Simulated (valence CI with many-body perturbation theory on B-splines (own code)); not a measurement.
# W LXX: electric-dipole lines

Computed by valence CI with perturbative core correlation (CI+MBPT): three valence electrons over a frozen Dirac-Fock core [He], a basis of 11 s, 11 p, 10 d, 8 f, 5 g, 2 h functions for each j, with the one-electron correlation potential Σ1 (screened to all orders), the two-electron term Σ2, the three-electron term Σ3, Breit, model QED; selected single and double excitations, second order for the rest, scaled by the run's own slope (own B-spline code, finite nucleus).

No measured spectrum was set against this ion. As an estimate, large intervals hold to a few tenths of a per cent, small ones and those within an open d or f shell to about a per cent.

Lines 51 to 100 of 573 in falling wavelength, among levels below 15403 eV, chosen from the strongest by gf and those to the six lowest levels. Wavelengths and rates use the calculated energies. Electric multipoles are in the length gauge, E1 and E2 with the static RPA response of the core. Weak lines are less certain than strong ones. Lines between different terms over intervals too small for the method are left out, as are lines whose strength nearly cancels. The highest levels of a list are the least certain.

Levels are named by their leading jj configuration (3d3/2^4 stands for four electrons in 3d with j = 3/2), which in mixed levels can hold well under half, so a name can repeat and another be missing. Letters in brackets count levels of one name in rising energy.

| λ vac (nm) | Upper | Lower | A (s⁻¹) | S (a.u.) with core polarisation | S without |
| --- | --- | --- | --- | --- | --- |
| 5.978 | (2s 2p1/2 4d3/2) J=5/2 | (2s^2 4d3/2) J=3/2 | 8.34e+10 | 5.27e-02 | 5.27e-02 |
| 5.922 | (2s 2p1/2 4p3/2) J=3/2 [b] | (2s 2p1/2 4s) J=1/2 [b] | 1.82e+11 | 7.45e-02 | 7.45e-02 |
| 5.865 | (2p1/2^2 4p3/2) J=3/2 | (2p1/2^2 4s) J=1/2 | 3.45e+11 | 1.37e-01 | 1.37e-01 |
| 5.817 | (2s 2p1/2 4d3/2) J=3/2 [b] | (2s^2 4d3/2) J=3/2 | 8.94e+10 | 3.47e-02 | 3.47e-02 |
| 5.784 | (2p3/2^2 3d5/2) J=5/2 [a] | (2p3/2^2 3p3/2) J=5/2 | 3.18e+10 | 1.82e-02 | 1.82e-02 |
| 5.771 | (2s 2p1/2 4p3/2) J=3/2 [a] | (2s 2p1/2 4s) J=1/2 [a] | 3.45e+11 | 1.31e-01 | 1.31e-01 |
| 5.642 | (2s^2 4p3/2) J=3/2 | (2s^2 4s) J=1/2 | 3.07e+11 | 1.09e-01 | 1.09e-01 |
| 5.611 | (2s 2p1/2 4p3/2) J=5/2 | (2s 2p1/2 4s) J=3/2 | 2.24e+11 | 1.17e-01 | 1.17e-01 |
| 5.586 | (2s 2p1/2 4p3/2) J=3/2 [b] | (2s 2p1/2 4s) J=3/2 | 1.52e+11 | 5.24e-02 | 5.24e-02 |
| 5.349 | (2s 2p1/2 2p3/2) J=5/2 | (2s^2 2p3/2) J=3/2 | 8.71e+09 | 3.95e-03 | 3.95e-03 |
| 4.571 | (2s 2p1/2^2) J=1/2 | (2s^2 2p1/2) J=1/2 | 2.51e+10 | 2.36e-03 | 2.37e-03 |
| 4.375 | (2p1/2^2 2p3/2) J=3/2 | (2s 2p1/2 2p3/2) J=1/2 | 1.43e+10 | 2.36e-03 | 2.37e-03 |
| 4.070 | (2s 2p1/2 2p3/2) J=1/2 | (2s^2 2p3/2) J=3/2 | 1.87e+10 | 1.25e-03 | 1.25e-03 |
| 4.043 | (2s 2p1/2 2p3/2) J=3/2 [b] | (2s^2 2p3/2) J=3/2 | 1.36e+10 | 1.77e-03 | 1.77e-03 |
| 3.480 | (2p1/2^2 2p3/2) J=3/2 | (2s 2p1/2 2p3/2) J=5/2 | 7.82e+10 | 6.51e-03 | 6.52e-03 |
| 3.124 | (2p1/2^2 2p3/2) J=3/2 | (2s 2p1/2 2p3/2) J=3/2 [a] | 2.12e+10 | 1.27e-03 | 1.28e-03 |
| 2.684 | (2p1/2 2p3/2 3d3/2) J=5/2 [b] | (2p1/2 2p3/2 3p1/2) J=3/2 [b] | 4.05e+11 | 2.32e-02 | 2.32e-02 |
| 2.660 | (2s 2p1/2 3d3/2) J=3/2 [b] | (2s 2p1/2 3p1/2) J=1/2 [b] | 3.96e+11 | 1.47e-02 | 1.47e-02 |
| 2.651 | (2p1/2 2p3/2 3d3/2) J=3/2 [b] | (2p1/2 2p3/2 3p1/2) J=3/2 [b] | 4.61e+11 | 1.70e-02 | 1.70e-02 |
| 2.637 | (2s 2p1/2 3d3/2) J=1/2 | (2s 2p1/2 3p1/2) J=1/2 [b] | 6.17e+11 | 1.12e-02 | 1.12e-02 |
| 2.635 | (2s 2p3/2 3d5/2) J=7/2 [b] | (2p1/2 2p3/2 3s) J=5/2 | 1.46e+11 | 1.05e-02 | 1.05e-02 |
| 2.594 | (2p1/2 2p3/2 3d3/2) J=1/2 [b] | (2p1/2 2p3/2 3p1/2) J=3/2 [b] | 5.97e+11 | 1.03e-02 | 1.03e-02 |
| 2.585 | (2s 2p3/2 3d3/2) J=3/2 [b] | (2s 2p3/2 3p1/2) J=3/2 [b] | 2.74e+11 | 9.35e-03 | 9.35e-03 |
| 2.578 | (2s 2p3/2 3d3/2) J=3/2 [b] | (2s 2p3/2 3p1/2) J=1/2 | 3.65e+11 | 1.23e-02 | 1.23e-02 |
| 2.577 | (2s 2p3/2 3d3/2) J=5/2 [a] | (2s 2p3/2 3p1/2) J=5/2 | 4.16e+11 | 2.11e-02 | 2.11e-02 |
| 2.569 | (2s 2p3/2 3d3/2) J=5/2 [a] | (2s 2p3/2 3p1/2) J=3/2 [a] | 3.60e+11 | 1.81e-02 | 1.81e-02 |
| 2.553 | (2p3/2^2 3p3/2) J=5/2 | (2p3/2^2 3s) J=3/2 | 5.60e+11 | 2.76e-02 | 2.76e-02 |
| 2.553 | (2p3/2^2 3d3/2) J=3/2 [a] | (2p3/2^2 3p1/2) J=3/2 | 6.28e+11 | 2.06e-02 | 2.06e-02 |
| 2.552 | (2p3/2^2 3d3/2) J=7/2 | (2p3/2^2 3p1/2) J=5/2 | 8.03e+11 | 5.27e-02 | 5.27e-02 |
| 2.552 | (2p3/2^2 3d3/2) J=5/2 | (2p3/2^2 3p1/2) J=5/2 | 4.21e+11 | 2.07e-02 | 2.07e-02 |
| 2.546 | (2p3/2^2 3p3/2) J=1/2 | (2p3/2^2 3s) J=3/2 | 1.17e+12 | 1.90e-02 | 1.90e-02 |
| 2.544 | (2p3/2^2 3d3/2) J=3/2 [b] | (2p3/2^2 3p1/2) J=1/2 | 7.71e+11 | 2.51e-02 | 2.51e-02 |
| 2.543 | (2p3/2^2 3d3/2) J=5/2 | (2p3/2^2 3p1/2) J=3/2 | 3.75e+11 | 1.83e-02 | 1.83e-02 |
| 2.542 | (2s 2p3/2 3d3/2) J=5/2 [b] | (2s 2p3/2 3p1/2) J=3/2 [b] | 8.00e+11 | 3.90e-02 | 3.90e-02 |
| 2.538 | (2p1/2 2p3/2 3d3/2) J=3/2 [a] | (2p1/2 2p3/2 3p1/2) J=3/2 [a] | 3.05e+11 | 9.85e-03 | 9.85e-03 |
| 2.537 | (2s 2p3/2 3d3/2) J=3/2 [a] | (2s 2p3/2 3p1/2) J=3/2 [a] | 6.49e+11 | 2.09e-02 | 2.09e-02 |
| 2.535 | (2p1/2 2p3/2 3p3/2) J=3/2 [a] | (2p1/2 2p3/2 3s) J=3/2 [b] | 3.21e+11 | 1.03e-02 | 1.03e-02 |
| 2.533 | (2p1/2 2p3/2 3d3/2) J=5/2 [a] | (2p1/2 2p3/2 3p1/2) J=3/2 [a] | 6.32e+11 | 3.04e-02 | 3.04e-02 |
| 2.532 | (2s 2p3/2 3d3/2) J=7/2 | (2s 2p3/2 3p1/2) J=5/2 | 7.68e+11 | 4.93e-02 | 4.93e-02 |
| 2.526 | (2s^2 3d3/2) J=3/2 | (2s^2 3p1/2) J=1/2 | 7.80e+11 | 2.48e-02 | 2.48e-02 |
| 2.525 | (2s 2p1/2 3d3/2) J=3/2 [a] | (2s 2p1/2 3p1/2) J=1/2 [a] | 7.61e+11 | 2.42e-02 | 2.42e-02 |
| 2.524 | (2p1/2^2 3d3/2) J=3/2 | (2p1/2^2 3p1/2) J=1/2 | 7.80e+11 | 2.48e-02 | 2.48e-02 |
| 2.520 | (2p3/2^2 3d3/2) J=1/2 | (2p3/2^2 3p1/2) J=3/2 | 8.25e+11 | 1.30e-02 | 1.30e-02 |
| 2.517 | (2p1/2 2p3/2 3d3/2) J=7/2 | (2p1/2 2p3/2 3p1/2) J=5/2 | 7.91e+11 | 4.98e-02 | 4.98e-02 |
| 2.517 | (2s 2p3/2 3p3/2) J=3/2 [a] | (2s 2p3/2 3s) J=3/2 [a] | 9.64e+11 | 3.03e-02 | 3.03e-02 |
| 2.511 | (2s 2p1/2 3d3/2) J=5/2 | (2s 2p1/2 3p1/2) J=3/2 | 7.77e+11 | 3.64e-02 | 3.64e-02 |
| 2.510 | (2s 2p3/2 3d3/2) J=1/2 [a] | (2s 2p3/2 3p1/2) J=3/2 [a] | 8.70e+11 | 1.36e-02 | 1.36e-02 |
| 2.507 | (2p1/2 2p3/2 3d3/2) J=3/2 [a] | (2p1/2 2p3/2 3p1/2) J=1/2 | 4.50e+11 | 1.40e-02 | 1.40e-02 |
| 2.495 | (2s 2p1/2 3p3/2) J=3/2 [b] | (2s 2p1/2 3s) J=1/2 [b] | 6.69e+11 | 2.05e-02 | 2.05e-02 |
| 2.495 | (2p1/2 2p3/2 3p3/2) J=1/2 [a] | (2p1/2 2p3/2 3s) J=1/2 | 7.22e+11 | 1.11e-02 | 1.11e-02 |
